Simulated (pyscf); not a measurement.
**`[OH][SiH][SiH3]`, doublet**

Gas-phase minimum from PySCF at ωB97X-D3(BJ)/def2-SVP, one conformer. HO–SiH•–SiH₃ lies 22.9 kcal/mol over its isomer •H₂Si–O–SiH₃ (electronic energy, ωB97M-D3(BJ)). 

```xyz
8

O      0.7350    -0.9644    -1.1731
Si    -0.0962    -0.5322     0.2209
Si    -0.3276     1.7843     0.2083
H      1.0654    -1.8683    -1.2185
H      0.6345    -1.0190     1.4432
H      0.9912     2.4867     0.1764
H     -1.0548     2.1788     1.4517
H     -1.1282     2.2046    -0.9776
```
Charge 0, spin multiplicity 2.

Bonds (Å): O1–Si2 1.680, O1–H4 0.963, Si2–Si3 2.328, Si2–H5 1.505, Si3–H6 1.495, Si3–H7 1.493, Si3–H8 1.491. Bond angles (°): Si2–O1–H4 116.8, O1–Si2–Si3 107.5, O1–Si2–H5 110.5, Si3–Si2–H5 112.0, Si2–Si3–H6 112.3, Si2–Si3–H7 107.9, Si2–Si3–H8 109.8, H6–Si3–H7 108.9, H6–Si3–H8 108.9, H7–Si3–H8 109.0.

Properties at ωB97X-D3(BJ)/def2-SVP:

```
Item                                                                                                                                                                                                                Value
---------------------------------------------------------------------------------------------------------------------  --------------------------------------------------------------------------------------------------
Harmonic wavenumbers, unscaled                                                                                         104, 152, 237, 416, 439, 532, 647, 743, 830, 878, 918, 947, 956, 2163, 2233, 2246, 2257, 3921 cm⁻¹
Zero-point energy                                                                                                                                                                                           29.5 kcal/mol
Rotational symmetry number                                                                                                                                                                                              1
Entropy of this conformer at 298 K and 1 atm, rigid rotor and harmonic oscillator, modes under 100 cm⁻¹ raised to 100                                                                                     321.6 J/(mol K)
Dipole moment                                                                                                                                                                                                      1.41 D
Spin expectation value S2                                                                                                                                                                                           0.753
```

Single-point totals, which compare only within one level (frozen core for MP2 and CC):

| level | total energy (hartree) |
|---|---|
| ωB97X-D3(BJ)/def2-TZVP | -657.31795 |
| PBE/def2-TZVP | -656.86506 |
| r²SCAN/def2-TZVP | -657.16111 |
| B3LYP-D3(BJ)/def2-TZVP | -657.31011 |
| PBE0-D3(BJ)/def2-TZVP | -656.92918 |
| M06-2X/def2-TZVP | -657.17075 |
| ωB97M-D3(BJ)/def2-TZVP | -657.34420 |
| UHF/def2-TZVPP | -655.69400 |
| MP2/def2-TZVPP | -656.16664 |
| CCSD/def2-TZVPP | -656.20836 |
| CCSD(T)/def2-TZVPP | -656.22629 |

Soft torsions are taken as harmonic, which can shift the entropy by several J/(mol K). The CCSD(T) − MP2 part came from Ansatz, without density fitting, on the same reference.
